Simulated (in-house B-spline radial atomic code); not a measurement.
# The iridium ion Ir²⁺: [Xe] 4f14 5d7

All numbers are computed (Dirac-Kohn-Sham LDA exchange-only, spherical fractional occupations; Fermi nucleus of rms radius 5.4032 fm) with a radial B-spline atomic code at the basis-set limit, not measured.

Effective charges: Z_r = [3n² - l(l+1)]/(2<r>) from the radius, Z_e = n√(-2ε) from the energy, and Slater's rules. Values are occupation-weighted means over j. An effective charge above Z reflects the relativistic contraction of the inner shells.

```tsv
shell	electrons	ε (eV)	<r> (bohr)	Z_r	Z_e	Slater
1s	2	-75936	0.01745	85.94	74.71	76.70
2s	2	-13289	0.07302	82.17	62.51	72.85
2p	6	-11655	0.06573	76.07	58.54	72.85
3s	2	-3119.7	0.1901	71.01	45.43	65.75
3p	6	-2634.3	0.1904	65.65	41.74	65.75
3d	10	-2052	0.1733	60.57	36.84	55.85
4s	2	-677.31	0.4236	56.66	28.22	49.25
4p	6	-516.2	0.4495	51.17	24.64	49.25
4d	10	-306.09	0.479	43.84	18.97	37.85
5s	2	-114.14	0.9785	38.32	14.48	19.35
4f	14	-78.296	0.5362	33.57	9.60	26.45
5p	6	-71.938	1.131	32.28	11.50	19.35
5d	7	-23.26	1.639	21.05	6.54	6.90
```

The least bound orbital is 5d5/2 at -22.74 eV, and it is also the most diffuse (<r> = 1.662 bohr).

Spin-orbit splittings of the orbital energies (j = l + 1/2 above j = l - 1/2 when positive): 2p 1626 eV, 3p 355.8 eV, 3d 76.97 eV, 4p 84.4 eV, 4d 15.67 eV, 4f 3.12 eV, 5p 13.71 eV, 5d 1.31 eV.

For the 1s electron the small component carries 8.49 % of the norm, the zero-frequency Breit interaction raises the level by 277.5 eV, self-energy by 175.8 eV, and vacuum polarisation lowers it by 34.78 eV.
